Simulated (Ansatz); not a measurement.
Stepwise reaction of `OCB(O)O` with ammonia, as a gas-phase model of exchange steps in deposition or etching. ΔE in kJ/mol.

Calculated with Ansatz (gas phase, PBE0-D4/def2-TZVP geometries, no zero-point term in ΔE). CCSD(T)/CBS is the MP2 limit (def2-TZVPP, def2-QZVPP) plus CCSD(T) − MP2 in def2-TZVPP, frozen cores. This one scheme is used for every species. DFT in def2-TZVPP. B3LYP here is the variant with VWN-RPA as its local correlation; programs differ in this. Each species was taken in one conformer, which may not be the lowest.

```tsv
step	reaction	PBE-D4	B3LYP-D4	ωB97M-V	CCSD(T)/CBS
2	`NB(O)CO` + NH₃ → `NB(N)CO` + H₂O	20.4	22.6	23.0	20.8
```

(1) Give the row of step 1, `OCB(O)O` + NH₃ → `NB(O)CO` + H₂O. (Best estimate.)

(2) By hand: ΔE of the 2 steps together at CCSD(T)/CBS.

Answers

(1) The calculation gave: 
```json
{"step": "1", "reaction": "`OCB(O)O` + NH₃ → `NB(O)CO` + H₂O", "PBE-D4": "39.9", "B3LYP-D4": "42.6", "ωB97M-V": "43.5", "CCSD(T)/CBS": "40.5"}
```

(2) (40.5) + (20.8) = 61.3 kJ/mol, or 30.6 kJ/mol a step.

In ΔE each step is lower than the one before. All are uphill at CCSD(T)/CBS. PBE-D4 differs from CCSD(T)/CBS by -0.6 to -0.4 kJ/mol a step. Isolated molecules leave out the surface, adducts and barriers. Largest T1 diagnostic: 0.012.
